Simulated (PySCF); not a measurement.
Level of theory: PBE0 in PySCF with Tc def2-TZVP with ECP28, O def2-TZVP; scalar-relativistic core potentials, no spin–orbit coupling; density-fitted integrals. Open shells, if any, are unrestricted.

What spin state, shape and geometry does isolated TcO2 take (every ligand bound to Tc)?

Formally Tc is in oxidation state +4, d3, with 3 unpaired electrons (the high-spin count). The Mulliken spin on Tc is 2.86. The polar-tensor charge on Tc, 1.38, is far below the formal one. The lowest minimum found is a quartet of C2v symmetry with Tc–O 1.674 Å (×2); O–Tc–O 129.4°. Its harmonic wavenumbers are 293 (a1), 1011 (b2), 1021 (a1) cm⁻¹ and its dipole moment is 2.09 D.

Only a few start shapes were tried, so a lower isomer may exist. Other spin states or occupations of the open shell can lie lower.
